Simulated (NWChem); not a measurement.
**Polarisability of ammonia borane (H6BN)**

```
N
H 1 1.0228
H 1 1.0228 2 107.60
H 1 1.0228 2 107.60 3 -115.67
B 1 1.6538 2 111.29 3 122.16
H 5 1.2226 1 105.09 2 180.00
H 5 1.2226 6 113.48 1 114.27
H 5 1.2226 6 113.48 7 131.47
```
Charge 0, spin multiplicity 1.

Everything below was run with NWChem. Structure: optimised with B3LYP/def2-SVP, a minimum by its harmonic frequencies.

Basis set: 6-31G*. Static limit. This basis has no diffuse functions, which lowers polarisabilities.

The correlated methods keep 2 core orbitals frozen. B3LYP has NWChem's definition, with VWN1-RPA local correlation. The Pople sets run with spherical d functions. Coupled-cluster values serve here as a point of comparison, not as the truth.

| method | isotropic polarisability (bohr³) |
|---|---|
| CCSD linear response | 22.93 |
| HF | [?] |
| PBE | [?] |
| BHandHLYP | [?] |
| B3LYP | [?] |

Complete the blanks.


- HF, isotropic polarisability (bohr³): 22.66
- PBE, isotropic polarisability (bohr³): 24.04
- BHandHLYP, isotropic polarisability (bohr³): 23.03
- B3LYP, isotropic polarisability (bohr³): 23.48
